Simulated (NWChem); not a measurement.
Species: GaHOCl$_{2}$; SMILES [Cl][Ga]([OH])[Cl]

```xyz
5

Ga    -0.2805    -0.0332     0.0000
Cl     0.7210     1.8493     0.0000
Cl     0.8294    -1.8392     0.0000
O     -2.0431    -0.1240     0.0000
H     -2.4744     0.7381     0.0000
```
Atoms are numbered in this order, from 1.

All runs: NWChem. Pople sets run with spherical d functions. Coordinates come from a PBE0/def2-SVP optimisation. B3LYP is NWChem's, with the RPA form of VWN correlation. GIAO values for the isolated, static molecule; σ is the absolute isotropic shielding, δ = σ(reference) − σ with the isolated reference molecule computed at the same levels (1H: tetramethylsilane, 17O: water).

For level PBE/pcSseg-1:

| Quantity | Value |
|---|---|
| σ Ga1 (ppm) | 1347.6 |
| σ Cl2 (ppm) | 842.3 |
| σ Cl3 (ppm) | 874.8 |
| δ O4 (ppm) | 112.6 |
| δ H5 (ppm) | 3.01 |

How do the values read with level B3LYP/6-31G* instead?


- σ Ga1 (ppm) = 1624.1
- σ Cl2 (ppm) = 895.7
- σ Cl3 (ppm) = 922.1
- δ O4 (ppm) = 95.2
- δ H5 (ppm) = 2.74
